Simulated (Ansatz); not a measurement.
`B[O][GaH2]` + `N#CO` → `N#C[O][GaH2]` + `BO` at 600 K and 1 bar (ligand exchange at a Ga–O bond).

Computed with Ansatz on PBE0-D4/def2-TZVP structures; ΔE is electronic, products minus reactants. CBS: MP2 limit from def2 TZ/QZ plus the TZ coupled-cluster correction, frozen cores. This one scheme is used for every species. For Ga outer-core shells are correlated without core-valence functions, which leaves a few kJ/mol of doubt a bond. Scalar relativity is left out up to krypton. Each species was taken in one conformer, which may not be the lowest.

| species | CCSD(T)/CBS energy (Eh) | H − E (kJ/mol) | S (J/(mol·K)) |
| --- | --- | --- | --- |
| `B[O][GaH2]` | -2026.35181 | 145.6 | 379.8 |
| `N#CO` | -168.48100 | 84.3 | 277.2 |
| `N#C[O][GaH2]` | -2093.04540 | 112.2 | 372.2 |
| `BO` | -101.80414 | 119.7 | 267.1 |

H − E and S are ideal-gas, rigid-rotor, harmonic terms from PBE0-D4/def2-TZVP, for one conformer and one mirror image of each species. 1 Eh = 2625.50 kJ/mol, R = 8.31446 J/(mol·K).

By hand: ΔE, ΔH, ΔS and ΔG.

ΔE = (-2093.04540) + (-101.80414) − (-2026.35181) − (-168.48100) = -0.01673 Eh = -43.9 kJ/mol. Δ(H − E) = 112.2 + 119.7 − 145.6 − 84.3 = 2.0, so ΔH = -41.9 kJ/mol. ΔS = 372.2 + 267.1 − 379.8 − 277.2 = -17.7 J/(mol·K). ΔG = -41.9 − 600 × (-17.7)/1000 = -31.3 kJ/mol.

By hand: the equilibrium constant, and the temperature at which ΔG would vanish if ΔH and ΔS stayed fixed.

log₁₀ K = −ΔG/(RT ln 10) = 2.7. ΔG = 0 at ΔH/ΔS = 2367 K, though so small a ΔS makes that figure unsure.

ΔH outweighs TΔS. A doubt of 5 kJ/mol in ΔE shifts log₁₀ K by 0.4 here. Other conformers and mirror images would add mixing entropy, several J/(mol·K) or more a flexible species. These are equilibria of isolated gas molecules and say nothing of rates. Largest T1 diagnostic: 0.016 (customary marks: 0.02 for closed shells, 0.045 for open ones).
